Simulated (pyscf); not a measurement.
Structures and frequencies: ωB97X-D3(BJ)/def2-SVP in PySCF. Singlets are restricted, triplets unrestricted.

Singlet (Å):
```xyz
7

As     0.8925    -1.1786     0.1761
Si     0.5356     0.7155    -1.1694
As    -0.6204     1.8806     0.5134
H      0.5660    -2.2279    -0.8671
H     -0.4469    -1.2368     0.8830
H      0.0359     3.2306     0.3073
H      0.2155     1.4799     1.7123
```

Triplet (Å):
```xyz
7

As    -0.6424     2.2466    -0.6723
Si     0.1236     0.1919     0.1631
As     0.1396    -1.6833    -1.2646
H      0.5031     3.0923    -0.1435
H     -1.5521     2.5860     0.4956
H      0.7804    -0.9279    -2.4199
H     -1.2705    -1.4331    -1.7794
```

Question: For these two minima of H₂As–Si:–AsH₂ (SMILES [AsH2][Si][AsH2]), which spin state lies lower at ωB97X-D3(BJ)/def2-TZVP, and by how much (electronic energies)?

Answer: The singlet, by 1.05 eV. Zero-point energy shifts E(triplet) − E(singlet) by -0.01 eV. The 7 functionals that were run give +0.69 (r²SCAN) to +1.13 eV (ωB97M-D3(BJ)). H₂As–Si:–AsH₂ [singlet] lies 1.45 eV over its isomer cyclic H₄As₂Si (SMILES [SiH2]1[AsH][AsH]1), and others may lie lower still (electronic energy, ωB97M-D3(BJ)). 

E(triplet) − E(singlet) by level (eV):

| level | gap |
|---|---|
| ωB97X-D3(BJ)/def2-TZVP | +1.05 |
| PBE/def2-TZVP | +0.84 |
| r²SCAN/def2-TZVP | +0.69 |
| B3LYP-D3(BJ)/def2-TZVP | +0.96 |
| PBE0-D3(BJ)/def2-TZVP | +0.81 |
| M06-2X/def2-TZVP | +0.96 |
| ωB97M-D3(BJ)/def2-TZVP | +1.13 |
| HF/def2-TZVP | +0.27 |

The triplet is the lowest one reached from the SCF start used. Elements up to Kr have no core potential and no relativistic terms here.
